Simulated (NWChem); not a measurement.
Species: BH₃S₂O; SMILES OB(S)S

```xyz
7

B      0.3963     0.0225     0.0000
O      1.7466     0.1183     0.0000
H      2.2169    -0.7194     0.0000
S     -0.5518    -1.5394     0.0000
H      0.4970    -2.3919     0.0000
S     -0.5058     1.6009     0.0000
H     -1.7458     1.0686     0.0000
```
Atoms are numbered in this order, from 1.

Coordinates come from a PBE0/def2-SVP optimisation.

Symmetry labels are those of Cs in the frame above (b1 and b2, or b-type labels, depend on it).

Question: List the 4 lowest vertical singlet excitations from PBE0/def2-SVPD, TDA (NWChem).

Answer: 
| state | energy (eV) | oscillator strength | symmetry | leading excitation (squared amplitude) |
|---|---|---|---|---|
| S1 | 5.68 | 0.000 | a" | HOMO → LUMO (0.91) |
| S2 | 6.37 | 0.017 | a" | HOMO−1 → LUMO (0.51) |
| S3 | 6.49 | 0.244 | a' | HOMO → LUMO+1 (0.92) |
| S4 | 6.61 | 0.000 | a" | HOMO → LUMO+2 (0.50) |
